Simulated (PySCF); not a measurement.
# Two-component Hartree-Fock for Tl⁵⁴⁺ (thallium, charge +54)

Start: [Ar] 3d9; 3d3/2 filled at m_j = -3/2, -1/2, +1/2, +3/2; 3d5/2 filled at m_j = -3/2, -1/2, +1/2, +3/2, +5/2. Calculated with PySCF 2.14 in an even-tempered Gaussian basis (15 s from 15 bohr⁻², ratio 2.8; 13 p from 20 bohr⁻², ratio 2.8; 8 d from 20 bohr⁻², ratio 2.8; 3 f from 72 bohr⁻², ratio 3): generalised Hartree-Fock with the X2C-1e Hamiltonian and a Gaussian nucleus; one run each with spin-orbit coupling (SO) switched off, then screened by Boettger's factors.

```
spinor shell  electrons  ε, spin-free (eV)  ε, screened SO (eV)  weight of nominal j (screened SO)  rms radius, screened SO (bohr)
       1s1/2          2           -89225.8             -89190.5                              1.000                          0.0184
       2s1/2          2           -18600.5             -18589.2                              1.000                          0.0741
       2p1/2          2           -16462.0             -17966.4                              1.000                          0.0626
       2p3/2          4           -16462.0             -15878.8                              1.000                          0.0707
       3s1/2          2            -6680.9              -6677.7                              1.000                           0.185
       3p1/2          2            -6046.7              -6408.9                              1.000                           0.177
       3p3/2          4            -6046.7              -5903.4                              1.000                           0.192
       3d3/2          4            -5427.7              -5491.8                              0.998                           0.166
       3d5/2          5            -5427.7              -5383.1                              0.999                           0.170
```

| quantity | spin-free | screened SO |
| --- | --- | --- |
| E (hartree) | -17851.24700 | -17886.32549 |
| M_J | 5/2 | 5/2 |
| ⟨J²⟩ | 8.750 | 8.750 |
| ⟨L²⟩ | 6.000 | 6.092 |
| ⟨S²⟩ | 0.750 | 0.842 |

Each row is a mean over spinors that exchange with the open shell spreads, by up to 29.953 eV (3p3/2).

Breit and QED terms are absent; they matter most for the inner s and p1/2 levels.

Densities and radii are taken from the X2C orbitals without a picture-change correction, which distorts them close to the nucleus.

Without spin-orbit coupling the j labels of p, d and f shells carry no meaning; the spin-free column gives the mean over the occupied spinors of each nl shell.
